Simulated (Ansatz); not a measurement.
The cluster TiO₂. Total charge 0; singlet. Geometry PBE-D4/def2-TZVPD, that of the charge -1 doublet.

Cartesian coordinates in Å:
```
Ti -0.764 -0.019 0.846
O 0.920 -0.094 0.060
O -0.155 0.113 -0.906
```

The structure holds one bond between oxygen atoms, so isomers without such links may lie far lower. The restricted singlet is unstable towards broken spin symmetry in Hartree–Fock (as tested in another run); at PBE-D4/def2-TZVPD, r2SCAN-D4/def2-TZVPD, PBE0-D4/def2-TZVPD this wasn't settled. At PBE-D4/def2-TZVPD an occupied level lies above an empty one. At PBE0-D4/def2-TZVPD a triplet of charge 0 lies 0.81 eV below the restricted singlet at the same geometry. The structure comes from a short search, and lower isomers may exist.

Problem. Estimate the orbital energies around the gap (eV) in Ansatz with PBE-D4/def2-TZVPD, r2SCAN-D4/def2-TZVPD, PBE0-D4/def2-TZVPD.

Solution. 
```json
{"orbital": "HOMO−5", "PBE-D4/def2-TZVPD": "-11.54", "r2SCAN-D4/def2-TZVPD": "-11.57", "PBE0-D4/def2-TZVPD": "-12.29"}
{"orbital": "HOMO−4", "PBE-D4/def2-TZVPD": "-10.48", "r2SCAN-D4/def2-TZVPD": "-10.61", "PBE0-D4/def2-TZVPD": "-11.64"}
{"orbital": "HOMO−3", "PBE-D4/def2-TZVPD": "-10.23", "r2SCAN-D4/def2-TZVPD": "-10.36", "PBE0-D4/def2-TZVPD": "-11.44"}
{"orbital": "HOMO−2", "PBE-D4/def2-TZVPD": "-7.88", "r2SCAN-D4/def2-TZVPD": "-7.93", "PBE0-D4/def2-TZVPD": "-8.80"}
{"orbital": "HOMO−1", "PBE-D4/def2-TZVPD": "-6.30", "r2SCAN-D4/def2-TZVPD": "-6.27", "PBE0-D4/def2-TZVPD": "-7.19"}
{"orbital": "HOMO", "PBE-D4/def2-TZVPD": "-4.03", "r2SCAN-D4/def2-TZVPD": "-4.15", "PBE0-D4/def2-TZVPD": "-5.06"}
{"orbital": "LUMO", "PBE-D4/def2-TZVPD": "-4.08", "r2SCAN-D4/def2-TZVPD": "-3.67", "PBE0-D4/def2-TZVPD": "-2.71"}
{"orbital": "LUMO+1", "PBE-D4/def2-TZVPD": "-3.61", "r2SCAN-D4/def2-TZVPD": "-3.25", "PBE0-D4/def2-TZVPD": "-2.16"}
{"orbital": "LUMO+2", "PBE-D4/def2-TZVPD": "-3.61", "r2SCAN-D4/def2-TZVPD": "-3.19", "PBE0-D4/def2-TZVPD": "-2.05"}
{"orbital": "LUMO+3", "PBE-D4/def2-TZVPD": "-3.21", "r2SCAN-D4/def2-TZVPD": "-3.01", "PBE0-D4/def2-TZVPD": "-1.83"}
{"orbital": "LUMO+4", "PBE-D4/def2-TZVPD": "-2.98", "r2SCAN-D4/def2-TZVPD": "-2.64", "PBE0-D4/def2-TZVPD": "-1.80"}
{"orbital": "LUMO+5", "PBE-D4/def2-TZVPD": "-1.18", "r2SCAN-D4/def2-TZVPD": "-0.54", "PBE0-D4/def2-TZVPD": "-0.15"}
```
